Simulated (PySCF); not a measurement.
Level of theory: PBE-D3(BJ)/def2-TZVP // CAM-B3LYP-D3(BJ)/def2-SVP in PySCF. All species are isolated molecules in the gas phase. Excitations are Tamm–Dancoff values on a coarser integration grid. The basis has no diffuse functions, so Rydberg states are missing or too high.

Reference species (SMILES): `[BH2-]1[OH+][BH2-][OH+]1` (neutral, multiplicity 1).

The S1 excitation (TDA) is 5.91 eV and the HOMO is -6.50 eV. The LUMO is -0.68 eV.

After one change: the S1 excitation (TDA) drops by 0.24 eV; the HOMO decreases by 0.06 eV; the LUMO falls by 0.24 eV.

Problem. Name the change that produced these shifts. The new species is one of these.
(A) `[NH2+]1[GaH2-][NH2+][GaH2-]1`
(B) `[AlH2-]1[SH+][AlH2-][SH+]1`
(C) `[SeH+]1[InH2-][SeH+][InH2-]1`
(D) `[GaH2-]1[SeH+][GaH2-][SeH+]1`

Solution. A, `[NH2+]1[GaH2-][NH2+][GaH2-]1`
